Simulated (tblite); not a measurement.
C5H3NO.
SMILES: `[C-]#[N+]c1ccco1`

All values are computed: GFN2-xTB (tblite) harmonic vibrations without scaling, gas phase. Errors from tens to a few hundred cm⁻¹ against measured bands are possible.

Harmonic wavenumbers (cm⁻¹): 164.5, 167.7, 404.5, 466.6, 583.3, 589.0, 628.7, 769.1, 817.8, 846.3, 857.3, 946.8, 1039.7, 1104.3, 1126.7, 1210.3, 1249.7, 1370.5, 1462.0, 1560.5, 2188.1, 3175.7, 3190.7, 3199.6.

A = 9298, B = 2206, C = 1783 MHz; mass 93.021 u (most abundant isotopes); point group Cs, symmetry number 1.

Problem. What is the zero-point energy?

Solution. ½Σν̃ = 14560 cm⁻¹ = 174.17 kJ/mol.

Problem. What is S at 500 K and 1 bar for an ideal gas of classical rigid rotors and harmonic oscillators?

Solution. Translation 176.13, rotation 117.65, vibration 79.89: S = 373.7 J/(mol K).

Problem. And Cp and H(500 K) − H(0)?

Solution. Cp = 135.33 J/(mol K), of which vibrations give 102.08 (their classical limit is 24 R = 199.5); H(500 K) − H(0) = 40.34 kJ/mol without the zero-point energy, 23.71 from vibrations.

Problem. What must be added to the electronic energy to get the Gibbs energy at 500 K and 1 bar?

Solution. ZPE + [H(500 K) − H(0)] − T·S = 174.17 + 40.34 − 186.84 = 27.67 kJ/mol.

Problem. How do the functions run with temperature in this model?

Solution. 
```
 T (K)  S (J/(mol K))  Cp (J/(mol K))  H − H(0) (kJ/mol)  G − H(0) (kJ/mol)  ln q(vib)
    50          218.0            36.5               1.70              -9.20       0.02
   100          246.2            45.5               3.75             -20.86       0.20
298.15          315.1            92.1              17.08             -76.86       1.74
373.15          337.7           110.3              24.68            -101.34       2.50
   750          435.2           167.3              78.55            -247.86       6.79
  1000          486.1           186.2             122.91            -363.21       9.58
```

q(vib) and H(0) count from the zero-point level.

Problem. Which modes carry the vibrational entropy at 500 K?

Solution. 164.5 cm⁻¹: 14.61; 167.7 cm⁻¹: 14.45; 404.5 cm⁻¹: 7.51; 466.6 cm⁻¹: 6.46; 583.3 cm⁻¹: 4.92; 589.0 cm⁻¹: 4.86 J/(mol K); the other 18 give 27.09 together.

Hindered rotation and anharmonicity are outside this model.

The run took 0.2 s on one thread, Arm Neoverse V1 (aarch64) (shared host). The figure is for the frequency step alone.
